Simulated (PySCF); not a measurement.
Compound: CH7FSi2Te.
Structure used (PBE0-D3(BJ)/def2-SVP), in Å, numbered top down from 1:
```xyz
12
CH7FSi2Te angstrom
F     -0.610   -1.189   -1.407
C     -0.755   -0.942   -0.035
Si    -2.045    0.440    0.194
Si     0.976   -0.573    0.673
Te     2.022    0.859   -1.090
H     -1.144   -1.863    0.440
H     -2.269    0.629    1.660
H     -3.320    0.025   -0.462
H     -1.554    1.709   -0.415
H      1.738   -1.837    0.901
H      0.860    0.162    1.969
H      3.137    1.448   -0.002
```

Computed with PBE0-D3(BJ)/def2-SVP geometry optimisation, gas phase, def2 core potentials past Kr in PySCF.

(1) Which atoms are bound to Te5, and at what distances?

(2) What is the shape at Te5?

(3) What are the other bond lengths?

(4) Give some angles away from the centre.

(5) What are the rotational constants (commonest isotopes, rigid rotor)?

Results:

(1) 2 atoms: H12 1.666 Å, Si4 2.501 Å. The nearest atom not counted as bound is H11, at 3.35 Å (others tie with it).

(2) Bent: angle 91.2°.

(3) F1–C2 1.401 Å; C2–Si3 1.905 Å; C2–Si4 1.907 Å; C2–H6 1.107 Å; Si3–H7, Si3–H8, Si3–H9 1.492 Å; Si4–H10 1.493 Å; Si4–H11 1.494 Å.

(4) F1–C2–Si3 108.4°, F1–C2–Si4 107.7°, Si3–C2–Si4 115.4°, C2–Si4–Te5 103.2°.

(5) A = 2842, B = 735.4, C = 711.2 MHz: a near-prolate asymmetric top.

Point group: C1 (no symmetry element, even within 0.4 Å). Charge 0, singlet. Whether it is a minimum is left open (no frequencies).

One conformer stands for the species.
